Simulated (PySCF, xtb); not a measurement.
WH4, SMILES [WH4] (connectivity only; charge and spin as stated), neutral, multiplicity 3.

Harmonic wavenumbers (cm⁻¹) from xtb with GFN2-xTB at its own minimum, in rising order: 661, 661, 662, 817, 818, 1347, 1347, 1348, 1372.

Question: What does PySCF with PBE-D3(BJ)/def2-TZVPD give at its own minimum? (The exact figures need the calculation; the answer reports its results.)

Answer: 573, 573, 573, 674, 674, 1938, 1938, 1938, 1975. Paired by order, the mean absolute difference is 325 cm⁻¹ and the zero-point energies are 12.9 and 15.5 kcal/mol.
